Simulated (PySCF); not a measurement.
Computed shifts of a molecule C2H5FOSi2, PBE/pcSseg-1 in PySCF, GIAO, gas phase, atoms alike by connectivity averaged where their shifts nearly agree, in ppm (number of nuclei): ¹³C: 230.5 (1), 60.1 (1). ²⁹Si: 59.3 (1), -98.9 (1). ¹⁹F: -249.9 (1). ¹H: 6.79 (1), 4.25 (1), 3.97 (1), 3.56 (1), 3.44 (1). References: ¹⁷O against H2O (σ = 334.3 ppm); ¹³C against TMS (σ = 182.0 ppm); ²⁹Si against TMS (σ = 335.4 ppm); ¹⁹F against CFCl3 (σ = 133.6 ppm); ¹H against TMS (σ = 31.49 ppm), references at their B3LYP-D3(BJ)/def2-TZVP geometries, non-relativistic. Coordinates come from a B3LYP-D3(BJ)/def2-SVP optimisation. Other conformers were not sampled.

### Question
Identify the compound among the candidates.
(A) O=C1C[SiH2][Si@@H]1F
(B) O=C1[SiH2]C[Si@H]1F
(C) F/C=C1\O[SiH2][SiH2]1
(D) FC1=CO[Si@H]1[SiH3]

### Answer
A, O=C1C[SiH2][Si@@H]1F
